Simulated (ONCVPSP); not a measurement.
Configuration tests for Ga (Z = 31) (ONCV)

gallium (Ga), optimised norm-conserving Vanderbilt (ONCV), made with ONCVPSP 4.0.1 (LDA (Perdew-Wang 92), scalar-relativistic). Core [Ar] 3d10, reference 4s2 4p1. Waves: 4s: rc 1.60 bohr, ncon 5, nbas 9, qcut 3.6 1/bohr, 2 projectors, debl 2.4 Ha; 4p: rc 1.60 bohr, ncon 4, nbas 8, qcut 5.5 1/bohr, local. Local part: the p channel. Core correction: Teter function fitted to the true core (icmod 2), fcfact 0.6.

Energies are relative to the spin-unpolarised reference configuration 4s2 4p1; without spin polarisation the order of configurations can differ from experiment.

Give the all-electron excitation energy and the error of the potential for: 4s2 4p0; 4s1 4p0; 4s2 4p0.5; 4s0 4p3.

| valence configuration | charge | ΔE all-electron (eV) | error AE − PS (meV) |
| --- | --- | --- | --- |
| 4s2 4p0 | +1 | 5.883 | -1.8 |
| 4s1 4p0 | +2 | 27.381 | -116 |
| 4s2 4p0.5 | +0.5 | 2.118 | -0.1 |
| 4s0 4p3 | 0 | 13.547 | -43 |
